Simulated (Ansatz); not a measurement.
SiHMe2(NMe2) (C4H13NSi), relaxed as a singlet with RKS PBE-D4/def2-SVP in Ansatz, starting from the GFN2-xTB geometry. Force threshold 0.02 eV/Å.

Start:

```csv
atom,x (Å),y (Å),z (Å)
Si1,0.245,-0.896,0.135
H2,1.577,-1.510,0.265
C3,-0.713,-1.116,1.775
H4,-0.189,-0.645,2.602
H5,-0.841,-2.165,2.027
H6,-1.704,-0.671,1.723
C7,-0.742,-1.716,-1.263
H8,-0.741,-2.793,-1.132
H9,-0.310,-1.504,-2.234
H10,-1.779,-1.395,-1.279
N11,0.571,0.742,-0.308
C12,1.513,1.525,0.450
C13,-0.364,1.569,-1.029
H14,2.032,2.225,-0.211
H15,2.246,0.869,0.911
H16,1.021,2.107,1.241
H17,-1.039,0.946,-1.608
H18,-0.959,2.198,-0.353
H19,0.177,2.230,-1.713
```

```csv
step,energy (eV),largest force component (eV/Å),SCF passes
1,-13709.8359,0.918,19
2,-13709.9784,0.384,20
3,-13709.9937,0.177,20
4 (rejected),-13709.9927,0.266,19
5,-13709.9949,0.009,20
```

Force components are those of the run's own axes.

End:

Cartesian coordinates in Å:
```
Si 0.230 -0.906 0.132
H 1.586 -1.547 0.311
C -0.725 -1.118 1.757
H -0.192 -0.632 2.600
H -0.848 -2.192 2.012
H -1.736 -0.666 1.689
C -0.720 -1.745 -1.267
H -0.770 -2.837 -1.081
H -0.224 -1.586 -2.246
H -1.764 -1.376 -1.340
N 0.550 0.771 -0.296
C 1.542 1.526 0.441
C -0.406 1.596 -1.003
H 2.099 2.222 -0.231
H 2.288 0.844 0.900
H 1.108 2.150 1.264
H -1.106 0.973 -1.595
H -1.023 2.243 -0.328
H 0.109 2.281 -1.718
```

By distances, no bond broke or formed. The bond that changes most is Si1–H2, from 1.47 to 1.51 Å (atoms count from 1).

No frequencies were taken in this run, so the end may be a saddle point.

Run time 4.6 s (2 threads of AMD EPYC 7R13 on a shared host and a share (18 GiB) of an NVIDIA H100 80GB HBM3), peak host memory 0.81 GiB.
